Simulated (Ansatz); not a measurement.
Ansatz results at the PBE0-D4/def2-TZVP geometry: size of the dipole moment (PBE/def2-TZVPP) 5.39 D; HOMO energy (ωB97M-V/def2-TZVPP) -9.62 eV; HOMO energy (PBE/def2-TZVPP) -5.93 eV.

(1) Which molecule gave them?
A. `[O]=[Ti]([Cl])[Cl]`
B. `[O]=[Ru](=[O])(=[O])=[O]`
C. `O=BO`
D. `[CH3][Al]=[O]`

Answers

(1) D. The others give `[O]=[Ti]([Cl])[Cl]`: 0.68, -11.58, -7.91; `O=BO`: 3.73, -11.81, -7.77; `[O]=[Ru](=[O])(=[O])=[O]`: 0.00, -12.75, -8.89.
